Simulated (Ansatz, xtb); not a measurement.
## Isomers of C4H6N2S in order of energy

3 gas-phase structures of C4H6N2S, from a drawn sample of its isomers (lower ones may exist). Each was relaxed with GFN2-xTB:

A. `Cc1cn(S)cn1`, a singlet
B. `Cc1nccn1S`, a singlet
C. `Cc1cncn1S`, a singlet

Q: Estimate their order in r2SCAN-D4/def2-SVP//GFN2-xTB energy at these geometries, lowest first.

A: Calculated order at r2SCAN-D4/def2-SVP//GFN2-xTB: B (0.000), C (0.054), A (0.066) eV. Less than 1 kcal/mol parts C and A, so the order within that pair means little.

Energies above the lowest of each column, in eV; the last columns are at r2SCAN-D4/def2-SVP geometries:

```
structure  GFN2-xTB  HF/STO-3G  r2SCAN-D4/def2-SVP//GFN2-xTB  r2SCAN-D4/def2-SVP  CCSD(T)/def2-SVP + ΔMP2/def2-TZVPP
        B     0.000      0.000                         0.000               0.000                               0.000
        C     0.045      0.033                         0.054               0.050                               0.051
        A     0.071      0.065                         0.066               0.068                               0.048
```

Every level run on B puts it lowest or level with the lowest. CCSD(T)/def2-SVP + ΔMP2/def2-TZVPP orders those it was run on as B (0.000), A (0.048), C (0.051) eV. Less than 1 kcal/mol parts A and C, so the order within that pair means little. Flexible structures stand in one conformer each, not always the lowest. ΔMP2 is the change of the MP2 energy from the smaller to the larger basis.

Programs: Ansatz 0.2.0, xtb 6.7.1.
